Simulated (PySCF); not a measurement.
B(OH)(OMe)(SiH3) (CH7BO2Si), SMILES COB(O)[SiH3]. Heavy atoms are numbered as in [B:1]([OH:2])([O:4][CH3:5])[SiH3:9]. Hydrogens are named by the atom that carries them.

Geometry optimised at B3LYP-D3(BJ)/def2-SVP. The structure was generated by enumeration, and PubChem lists no compound with its InChIKey, so it may never have been made. The values are those of a single conformer.

Method: B3LYP/pcSseg-1 (PySCF).

GIAO shieldings, no solvent; atoms alike by connectivity are averaged. δ = σ(ref) − σ: ¹¹B against BF3 (σ = 86.3 ppm); ¹⁷O against H2O (σ = 333.8 ppm); ¹H against TMS (σ = 31.68 ppm); ¹³C against TMS (σ = 181.3 ppm); ²⁹Si against TMS (σ = 338.7 ppm), references at their B3LYP-D3(BJ)/def2-TZVP geometries, non-relativistic.

| nucleus | atoms | count | δ (ppm) |
|---|---|---|---|
| ¹¹B | B1 | 1 | 20.2 |
| ¹⁷O | O2 (OH) | 1 | 181.3 |
| ¹⁷O | O4 | 1 | 156.9 |
| ¹H | H on O2 | 1 | 4.60 |
| ¹H | H on C5 | 3 | 4.06 |
| ¹H | H on Si9 | 3 | 3.50 |
| ¹³C | C5 (CH3) | 1 | 60.1 |
| ²⁹Si | Si9 (SiH3) | 1 | -116.6 |
